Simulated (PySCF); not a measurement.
Excitations are Tamm–Dancoff values on a coarser integration grid. The basis has no diffuse functions, so Rydberg states are missing or too high.

C$_{3}$H$_{6}$S, SMILES `C(S)C=C` (C–C–C–S torsion 118°, C–C–S–H torsion -57°) (charge 0, multiplicity 1)

Computed with PBE-D3(BJ)/def2-TZVP // PBE0-D4/def2-TZVP run with PySCF 2.14.0.

```json
{
  "HOMO": "-5.63 eV",
  "dipole_moment": "1.26 D",
  "LUMO": "-1.13 eV",
  "HOMO–LUMO gap": "4.49 eV",
  "S1 excitation (TDA)": "4.70 eV",
  "S1 oscillator strength": "0.033",
  "T1 excitation (TDA)": "4.20 eV",
  "S1–T1 gap (TDA)": "0.51 eV",
  "total_energy": "-515.8191 Ha",
  "cost": "about 80 core-seconds (a rough figure)"
}
```

```xyz
10

C     -1.4794     0.5014    -0.1214
C     -0.3770     0.2046     0.5531
C      0.6419    -0.7715     0.0872
S      2.2702    -0.0018    -0.1704
H     -1.7079     0.0244    -1.0696
H     -2.1922     1.2280     0.2494
H     -0.1619     0.7038     1.4946
H      0.8315    -1.5348     0.8473
H      0.3202    -1.2798    -0.8230
H      1.8546     0.9258    -1.0472
```
